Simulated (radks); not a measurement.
Results of a calculation; reference values are marked as such.
Problem. The ruthenium ion Ru2+, configuration [Kr] 4d6. Code: a radial shooting solver on a logarithmic mesh with Libxc functionals. Model: scalar-relativistic Kohn-Sham, PBE, spin-unpolarised, spherical densities, finite nucleus; Fermi nuclear charge, rms radius 4.4809 fm. Some entries of the table are withheld. Estimate them.

| orbital | occ. | eigenvalue (eV) | r(max) (bohr) |
|---|---|---|---|
| 1s | 2 | (1) | 0.02172 |
| 2s | 2 | -3174.441 | 0.1229 |
| 2p | 6 | (2) | 0.09824 |
| 3s | 2 | (3) | 0.3616 |
| 3p | 6 | -467.5684 | 0.3549 |
| 3d | 10 | -293.4643 | (4) |
| 4s | 2 | -96.5033 | 0.9139 |
| 4p | 6 | -66.4140 | 0.9814 |
| 4d | 6 | -24.1367 | 1.192 |

Solution. 
(1) 1s eigenvalue (eV): -21957.11
(2) 2p eigenvalue (eV): -2845.229
(3) 3s eigenvalue (eV): -575.7721
(4) 3d r(max) (bohr): 0.3011
